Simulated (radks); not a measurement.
Values are calculated unless marked as measured or tabulated.
Species: Os3+. Configuration: [Xe] 4f11.5 5d7 6s0.5 (fractional occupations, a model configuration). Level of theory: scalar-relativistic Kohn-Sham, r2SCAN, spin-polarised, spherical densities, finite nucleus; open shells are filled with parallel spins first (spin-orbit coupling, left out, can overturn this in heavy ions); meta-GGA in the generalised Kohn-Sham scheme; Fermi nuclear charge, rms radius 5.4126 fm (a radial shooting solver on a logarithmic mesh with Libxc functionals).

Radial electron density D(r) = 4 pi r^2 rho(r):

```
   r/bohr * D(r) (the largest magnitude, 141, reaches the edge; | marks zero)
  0.00291 |              *
 0.003913 |                    *
 0.005303 |                           *
  0.00713 |                                  *
 0.009585 |                                       *
  0.01289 |                                        *
  0.01733 |                                     *
   0.0233 |                                   *
  0.03132 |                                       *
  0.04211 |                                                 *
  0.05661 |                                                      *
  0.07612 |                                               *
   0.1023 |                                          *
   0.1376 |                                                 *
   0.1865 |                                            *
   0.2507 |                           *
   0.3371 |                            *
   0.4532 |                            *
   0.6093 |               *
   0.8191 |        *
    1.101 |      *
    1.481 |   *
    1.991 |*
    2.676 *
    3.598 *
    4.838 *
```

D(r) has 4 maxima, at r = 0.0119, 0.0548, 0.151, 0.396 bohr, and minima at 0.0229, 0.0983, 0.283 bohr, inside which lie 1.89, 11.07, 29.85 electrons.
